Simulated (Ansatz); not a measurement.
A single point on CH₆AlFOSi (`F[CH2][AlH][O][SiH3]`).

```yaml
crystal:
  periodic: [false, false, false]
  atoms:
    - {symbol: F, position_ang: [-1.423787, 0.740063, 1.375247]}
    - {symbol: C, position_ang: [-0.490051, -0.071490, 2.027387]}
    - {symbol: Al, position_ang: [0.846161, -0.766759, 0.745160]}
    - {symbol: O, position_ang: [0.697987, -0.322103, -0.869359]}
    - {symbol: Si, position_ang: [0.022581, 0.432359, -2.146136]}
    - {symbol: H, position_ang: [-0.030394, 0.523652, 2.827381]}
    - {symbol: H, position_ang: [-1.040891, -0.875612, 2.532818]}
    - {symbol: H, position_ang: [2.032425, -1.713267, 1.182066]}
    - {symbol: H, position_ang: [-1.370079, -0.045100, -2.354872]}
    - {symbol: H, position_ang: [0.004278, 1.903622, -1.931541]}
    - {symbol: H, position_ang: [0.817071, 0.137537, -3.367552]}
basis:
  gaussian: {orbitals: def2-QZVPP}
correlation: {method: mp2}
```

```sh
$ ansatz run in.yaml --threads 4 --pin off --events-out ev --progress --plain --max-ram 10444MiB
```

Shortened log:

```
Functional definition: HF
2925 factors; integrals over basis functions are off by at most 9.0e-4 eV
mean field evaluation 1: about -20315.0638 eV, gradient 4.8e1 eV
mean field evaluation 2: about -20315.1873 eV, gradient 4.8e1 eV
mean field evaluation 4: about -20319.8194 eV, gradient 4.2e0 eV
mean field evaluation 8: about -20319.8899 eV, gradient 2.7e-1 eV
mean field -20319.89020496 eV, -746.7421917161 hartree, gradient 1.1e-6 eV, S^2 0.000000; 0 other end points of the search recorded, 0 dependent functions left out
13 core orbitals not correlated: weight in the atoms' cores, before any rotation towards them, 1.000 or more for the frozen orbitals, at most 0.000 for the correlated occupied ones
reference -20319.89020496 eV, -746.7421917161 hartree; 15, 15 occupied and 463, 463 virtual orbitals, 2925 factors
second order -25.18987487 eV of doubles, -0.00000000 eV of singles
Total energy: -20345.08007983 eV, -747.6679025433 hartree
```

Hardware: 4 threads of an Arm Neoverse V1 on a shared host. Wall time 24 s, peak host memory 2.9 GiB.
